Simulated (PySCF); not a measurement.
## The electron affinity along the 4d series

All values are computed (PySCF 2.14, energy differences of UHF-based or UKS calculations, no spin-orbit coupling). Values in eV. The last column holds reference values (measured affinities from photodetachment; the arrow runs from anion to atom). Unmarked ones compare directly (S terms, centres of terms, or small fine structure); those marked * lie between the lowest fine-structure levels and include a spin-orbit shift.

```json
{"element": "Zr (aug-cc-pVTZ-PP with ECP28MDF, ECP)", "configurations": "[Kr] 4d3 5s2 → [Kr] 4d2 5s2", "UHF": "-0.202", "MP2 (valence)": "-0.156", "CCSD (valence)": "0.180", "CCSD(T) (valence)": "0.270", "LDA": "0.915", "PBE0": "0.606", "reference": "0.433 *"}
{"element": "Nb (aug-cc-pVTZ-PP with ECP28MDF, ECP)", "configurations": "[Kr] 4d4 5s2 → [Kr] 4d4 5s1", "UHF": "-0.234", "MP2 (valence)": "0.270", "CCSD (valence)": "0.671", "CCSD(T) (valence)": "0.807", "LDA": "0.941", "PBE0": "0.486", "reference": "0.917 *"}
{"element": "Mo (aug-cc-pVTZ-PP with ECP28MDF, ECP)", "configurations": "[Kr] 4d5 5s2 → [Kr] 4d5 5s1", "UHF": "-0.275", "MP2 (valence)": "0.185", "CCSD (valence)": "0.540", "CCSD(T) (valence)": "0.650", "LDA": "0.824", "PBE0": "0.353", "reference": "0.747"}
{"element": "Tc (aug-cc-pVTZ-PP with ECP28MDF, ECP)", "configurations": "[Kr] 4d6 5s2 → [Kr] 4d5 5s2", "UHF": "-0.956", "MP2 (valence)": "-0.063", "CCSD (valence)": "0.107", "CCSD(T) (valence)": "0.242", "LDA": "0.988", "PBE0": "0.626", "reference": "n/a"}
{"element": "Ru (aug-cc-pVTZ-PP with ECP28MDF, ECP)", "configurations": "[Kr] 4d7 5s2 → [Kr] 4d7 5s1", "UHF": "-0.140", "MP2 (valence)": "0.563", "CCSD (valence)": "0.815", "CCSD(T) (valence)": "0.948", "LDA": "1.273", "PBE0": "0.781", "reference": "1.046 *"}
{"element": "Rh (aug-cc-pVTZ-PP with ECP28MDF, ECP)", "configurations": "[Kr] 4d8 5s2 → [Kr] 4d8 5s1", "UHF": "-0.071", "MP2 (valence)": "0.742", "CCSD (valence)": "0.917", "CCSD(T) (valence)": "1.050", "LDA": "1.418", "PBE0": "0.919", "reference": "1.143 *"}
{"element": "Pd (aug-cc-pVTZ-PP with ECP28MDF, ECP)", "configurations": "[Kr] 4d10 5s1 → [Kr] 4d10", "UHF": "-0.240", "MP2 (valence)": "0.239", "CCSD (valence)": "0.331", "CCSD(T) (valence)": "0.446", "LDA": "n/a", "PBE0": "n/a", "reference": "0.562"}
{"element": "Ag (aug-cc-pVTZ-PP with ECP28MDF, ECP)", "configurations": "[Kr] 4d10 5s2 → [Kr] 4d10 5s1", "UHF": "0.099", "MP2 (valence)": "1.052", "CCSD (valence)": "1.099", "CCSD(T) (valence)": "1.222", "LDA": "1.660", "PBE0": "1.147", "reference": "1.304"}
```

Which of these methods has the smallest mean absolute error against the measured values here?

CCSD(T) (valence), with 0.099 eV.

```json
{"method": "UHF", "elements": "3", "mean error (eV)": "-1.010", "mean absolute error (eV)": "1.010", "largest error (eV)": "-1.205"}
{"method": "MP2 (valence)", "elements": "3", "mean error (eV)": "-0.379", "mean absolute error (eV)": "0.379", "largest error (eV)": "-0.562"}
{"method": "CCSD (valence)", "elements": "3", "mean error (eV)": "-0.215", "mean absolute error (eV)": "0.215", "largest error (eV)": "-0.231"}
{"method": "CCSD(T) (valence)", "elements": "3", "mean error (eV)": "-0.099", "mean absolute error (eV)": "0.099", "largest error (eV)": "-0.116"}
```

The highest occupied level of the anion is positive for Zr⁻ at UHF, LDA, PBE0; Nb⁻ at UHF, LDA, PBE0; Mo⁻ at UHF, LDA, PBE0; Tc⁻ at UHF, LDA, PBE0; Ru⁻ at UHF, LDA, PBE0; Rh⁻ at LDA, PBE0; Pd⁻ at UHF, LDA, PBE0; Ag⁻ at LDA, PBE0, so there the basis helps to hold the electron.

Errors include the incompleteness of the basis and the frozen core.

"Valence" correlates the outer s and p shells and, in groups 3 to 12 and the f block, the outer d or f shell, open or full, or the next shell where the ion has no valence electron left; the wider scheme adds the next inner shell.
